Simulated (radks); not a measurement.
Question: Cr IV, configuration [Ar] 3d2 4s0.5 4p0.5 (fractional occupations, a model configuration). Calculated with a radial shooting solver on a logarithmic mesh with Libxc functionals: non-relativistic Kohn-Sham, SCAN, spin-polarised, spherical densities, point nucleus; open shells are filled with parallel spins first; meta-GGA in the generalised Kohn-Sham scheme. Some entries of the table are withheld. Estimate them.

orbital  occ.  eigenvalue (Ry)  r(max) (bohr)  <r^2> (bohr^2)
1s up       1        -434.0371        0.04225        0.005533
1s down     1        -434.0314        0.04225        0.005533
2s up       1        -52.78854         0.2458          0.1031
2s down     1        -52.67716         0.2457          0.1027
2p up       3        -45.30730         0.1990             (1)
2p down     3        -45.22218         0.1989             (2)
3s up       1         -9.11831         0.7739          0.8925
3s down     1         -8.86150         0.7753          0.9009
3p up       3         -6.95573         0.7860          0.9909
3p down     3         -6.70190         0.7883          0.9973
3d up       2         -3.52957         0.7678           1.325
4s up     0.5         -2.39912          2.140           6.215
4p up     0.5         -1.89930          2.364           7.722

Answer: 
(1) 2p up <r^2> (bohr^2): 0.08376
(2) 2p down <r^2> (bohr^2): 0.08340
